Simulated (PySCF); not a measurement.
Ionisation energy of Ge⁺ by level of theory

Ge⁺ [Ar] 3d10 4s2 4p1 (2P) → Ge²⁺ [Ar] 3d10 4s2 (1S), as a difference of total energies. All numbers are calculated (PySCF 2.14, scalar relativity by spin-free X2C-1e, in aug-cc-pVDZ-DK). Correlated levels: valence: [Ar] 3d10 frozen. The calculations carry no spin-orbit coupling.

```tsv
method	ionisation energy (eV)
UHF	15.231
M06-2X	15.639
M06-L	15.473
MP2 (valence)	15.380
SCS-MP2 (valence)	15.360
CCSD (valence)	15.453
CCSD(T) (valence)	15.466
```

Errors of the correlated levels include the incompleteness of this basis and the frozen core.

Task: Which method comes closest to the reference value, and which is furthest?

Result: The reference is 15.789 eV (measured; NIST levels, between the centres of gravity of the two terms). Closest: M06-2X (error -0.150 eV); furthest: UHF (error -0.558 eV).
